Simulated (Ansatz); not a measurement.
Basis-set series for CuF₃HOP (`[OH][Cu-][P+](F)(F)F`). Charge 0, multiplicity 1. Geometry: relaxed with PBE0-D4/def2-TZVP. It is one conformer, not always the lowest.

```
functional       basis  functions  energy (Eh)  HOMO (eV)  LUMO (eV)
   PBE0-D4    def2-SVP        110  -2355.95611      -6.44      -1.09
   PBE0-D4  def2-TZVPP        244  -2356.83198      -7.04      -1.54
   ωB97M-V    def2-SVP        110  -2356.48763      -8.78       1.09
   ωB97M-V  def2-TZVPP        244  -2357.37242      -9.46       0.47
```

Task: Give the rows for def2-QZVPP. (Estimate.)

Result: Computed: 
| functional | basis | functions | energy (Eh) | HOMO (eV) | LUMO (eV) |
| --- | --- | --- | --- | --- | --- |
| PBE0-D4 | def2-QZVPP | 428 | -2356.90854 | -7.14 | -1.65 |
| ωB97M-V | def2-QZVPP | 428 | -2357.44599 | -9.56 | 0.09 |

Positive LUMOs are unbound and depend on the basis. Scalar relativity is left out up to krypton.
